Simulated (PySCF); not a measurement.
# Hartree-Fock beside MP2: ClH2NSi

These are calculations, not measurements. The program is PySCF 2.14.0, an open-source quantum chemistry code, run on an isolated molecule that a program drew, which may never have been made. The molecule is ClH2NSi (charge 0, singlet), drawn as the SMILES string `N=[SiH]Cl`.

The geometry was optimised and harmonic frequencies were computed with HF and MP2, all in the cc-pV(D+d)Z basis, for the commonest isotopes, with a restricted reference for singlets and an unrestricted one otherwise, and a frozen core in MP2. Each result is a local minimum of its method.

Geometry at the HF minimum:
```xyz
5
ClH2NSi, angstrom
N    -1.1462   -0.8308    1.4476
Si   -1.9490    0.0972    0.4867
Cl   -2.8856    1.7507    1.1989
H    -0.6593   -1.6618    1.1699
H    -2.2029    0.0360   -0.9560
```

Lengths of the bonds as drawn, in Å (atoms numbered as above):
| bond | HF | MP2 |
|---|---|---|
| N1-Si2 | 1.559 | 1.607 |
| Si2-Cl3 | 2.029 | 2.033 |
| N1-H4 | 1.002 | 1.026 |
| Si2-H5 | 1.466 | 1.477 |

Rotational constants, in GHz:
| constant | HF | MP2 |
|---|---|---|
| A | 32.94 | 30.62 |
| B | 4.092 | 4.075 |
| C | 3.64 | 3.597 |

Harmonic frequencies in cm^-1, each column in rising order, so a row needn't be the same motion in every method:
| rank | HF | MP2 |
|---|---|---|
| 1 | 297 | 273 |
| 2 | 540 | 501 |
| 3 | 566 | 570 |
| 4 | 604 | 618 |
| 5 | 658 | 634 |
| 6 | 922 | ? |
| 7 | 1263 | 1115 |
| 8 | 2393 | 2306 |
| 9 | 3850 | 3571 |

**Estimate the missing MP2 frequency from the HF column.**

A single factor s that minimises the squared misfit of MP2 against s times HF over the other rows is sum(HF x MP2) / sum(HF^2) = 0.9364, with an rms misfit of 43 cm^-1. For rank 6 it gives 0.9364 x 922 = 863 cm^-1. The calculation gives 861 cm^-1, 2 cm^-1 below the estimate. The drawn bonds are on average 1.6 % longer in MP2 than in HF.
